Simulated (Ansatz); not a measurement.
Total energies of H₆NSbSi, SMILES `[NH2][SbH][SiH3]`.

```
atom   x (Å)   y (Å)   z (Å)
  N1  -0.074   1.850  -0.837
 Sb2  -0.687   0.982   0.911
 Si3   0.350  -1.360   0.545
  H4   0.774   2.385  -0.693
  H5   0.099   1.187  -1.582
  H6  -2.166   0.432   0.249
  H7   1.794  -1.331   0.903
  H8   0.235  -1.760  -0.885
  H9  -0.325  -2.385   1.389
```

The species carries charge 0 and has multiplicity 1. Correlated methods include outer-core shells of Sb, which these sets cover unevenly. Sb: def2 effective core potential. Geometry: relaxed with PBE0-D4/def2-TZVP. It is one conformer, not always the lowest. Basis def2-TZVPP, Ansatz 0.2.0.

RPA on PBE orbitals: Hartree–Fock energy of these orbitals -586.11299 Eh, correlation -1.12303 Eh (frozen core).

```json
{"functional": "r2SCAN0", "energy without D4 (Eh)": "-588.12335", "D4 term (kJ/mol)": "-5.3"}
{"functional": "BHLYP", "energy without D4 (Eh)": "-588.02884", "D4 term (kJ/mol)": "-26.9"}
```

Give the same for LDA (SPW92), PBE, revPBE, BLYP, r2SCAN, B97M-V, PBE0, B3LYP, r2SCANh, HSE06 (plane-wave form), CAM-B3LYP, LC-ωPBE, ωB97X-V, ωB97M-V, B2PLYP, PBE-QIDH. (Best estimate.)

The calculation gave: 
```
             functional  energy without D4 (Eh)  D4 term (kJ/mol)
            LDA (SPW92)              -586.10727                 –
                    PBE              -587.90269             -19.0
                 revPBE              -588.10316             -50.4
                   BLYP              -588.05282             -40.8
                 r2SCAN              -588.16662              -4.4
                 B97M-V              -588.04843                 –
                   PBE0              -587.94837             -16.2
                  B3LYP              -588.24382             -31.0
                r2SCANh              -588.14892              -4.8
HSE06 (plane-wave form)              -587.93653             -15.3
              CAM-B3LYP              -588.09922             -16.8
                LC-ωPBE              -588.04169                 –
                ωB97X-V              -588.04938                 –
                ωB97M-V              -588.03327                 –
                 B2PLYP              -587.75272                 –
               PBE-QIDH              -587.65512                 –
```

B3LYP takes the VWN-RPA correlation (the form of Gaussian; ORCA's B3LYP/G). HSE06 is the plane-wave form, built on full-range PBE exchange. The double hybrids freeze the cores in their second-order part.

LC-ωPBE has ω = 0.4 bohr⁻¹.
